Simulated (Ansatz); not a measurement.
Reaction (ligand exchange at a W–O bond): `[OH][W]([OH])([Cl])([Cl])([Cl])[Cl]` + HCl → `[OH][W]([Cl])([Cl])([Cl])([Cl])[Cl]` + H₂O

Isolated molecules relaxed with PBE0-D4/def2-TZVP in Ansatz; ΔE leaves out vibrations. CCSD(T)/CBS adds triple-zeta CCSD(T) − MP2 to the extrapolated MP2 energy (def2 sets, frozen cores). This one scheme is used for every species. DFT in def2-TZVPP. def2 core potentials past Kr. For W outer-core shells are correlated without core-valence functions, which leaves a few kJ/mol of doubt a bond. One conformer a species, not always the lowest.

CCSD(T)/CBS gives +17.6 kJ/mol.

Another level gave +15.5 kJ/mol. Which?
A. RPA@PBE/def2-TZVPP
B. MP2/def2-TZVPP
C. HF/def2-TZVPP
D. PBE0-D4/def2-TZVPP

D. PBE0-D4 15.5, RPA@PBE/def2-TZVPP 21.7, MP2/def2-TZVPP 7.4, HF/def2-TZVPP 39.8 kJ/mol.

Largest T1 diagnostic among the species: 0.023, so the coupled-cluster value is less sure than usual.

At CCSD(T), def2-SVP lies +21.2 kJ/mol from the extrapolated value and def2-TZVPP +6.7 kJ/mol. Leaving LDA and LC-ωPBE aside and taking each functional with its dispersion term where it has one, the values, not all of them listed here, spread over 20.6 kJ/mol, from revPBE-D4 to CAM-B3LYP-D4. LDA lies +3.3 kJ/mol from PBE without D4. In def2-TZVPP, CCSD(T) changes the Hartree–Fock value by −15.5 kJ/mol (the triples alone add −6.4 kJ/mol) and MP2 by −32.3 kJ/mol.
